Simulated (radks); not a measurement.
Values are calculated unless marked as measured or tabulated.
Q: Species: Pm2.75+. Configuration: [Kr] 4d10 4f(up 2.5, down 2.5) 5s2 6s(up 0.5, down 0.5) 5p(up 2.25, down 2) (fractional occupations, a model configuration). Level of theory: scalar-relativistic Kohn-Sham, r2SCAN, spin-polarised, spherical densities, finite nucleus; meta-GGA in the generalised Kohn-Sham scheme; Fermi nuclear charge, rms radius 4.962 fm (a radial shooting solver on a logarithmic mesh with Libxc functionals). Some entries of the table are withheld. Estimate them.

orbital  occ.  eigenvalue (hartree)  <r> (bohr)  <1/r> (bohr^-1)
1s up       1             -1658.074     0.02318            67.41
1s down     1             -1658.073     0.02318            67.41
2s up       1             -271.2190     0.09893            15.61
2s down     1             -271.2188     0.09893            15.61
2p up       3             -242.2018     0.08711            14.67
2p down     3             -242.2011     0.08711            14.67
3s up       1             -60.23190      0.2600            5.712
3s down     1             -60.23156      0.2600            5.712
3p up       3             -51.06991      0.2584            5.384
3p down     3             -51.06938      0.2584            5.384
3d up       5             -38.51887      0.2362            5.101
3d down     5             -38.51827      0.2362            5.101
4s up       1             -12.93694      0.5935            2.379
4s down     1             -12.93579      0.5935            2.379
4p up       3              -9.91638      0.6282            2.192
4p down     3              -9.91532      0.6282            2.192
4d up       5              -5.63393      0.6890            1.920
4d down     5              -5.63252      0.6888            1.920
5s up       1              -2.58779         (1)           0.9327
5s down     1              -2.57412         (2)           0.9335
5p up    2.25              -1.83005       1.613           0.8067
5p down     2              -1.81705       1.615           0.8062
4f up     2.5              -1.08686      0.9706            1.353
4f down   2.5              -1.08311      0.9687            1.356
6s up     0.5              -0.77770       3.302              (3)
6s down   0.5              -0.77759       3.305              (4)

A: 
(1) 5s up <r> (bohr): 1.414
(2) 5s down <r> (bohr): 1.414
(3) 6s up <1/r> (bohr^-1): 0.3856
(4) 6s down <1/r> (bohr^-1): 0.3850
